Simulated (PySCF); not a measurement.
C3H7NSi, SMILES [SiH3]C1=NCC1.

Geometry: PBE0-D3(BJ)/def2-SVP. The structure was generated by enumeration, and PubChem lists no compound with its InChIKey, so it may never have been made.

All values below come from SMD-M06-2X/def2-SVP (PySCF).

Solvation free energies are E(SMD) − E(gas) at the gas-phase geometry, for 1 M in both phases. In vacuum the dipole moment is 2.10 D.

| solvent | ΔG(solv) (kcal/mol) | its non-electrostatic (CDS) part | dipole (D) |
|---|---|---|---|
| water | -4.7 | -0.4 | 2.89 |
| n-hexane | (withheld) | (withheld) | (withheld) |
| chlorobenzene | -4.0 | -0.8 | 2.67 |

Question: Fill in the missing entries. (An estimate is asked for; the answer gives what the named calculation found.)

Answer: 
- n-hexane, ΔG(solv) (kcal/mol): -2.8
- n-hexane, its non-electrostatic (CDS) part: -1.2
- n-hexane, dipole (D): 2.35
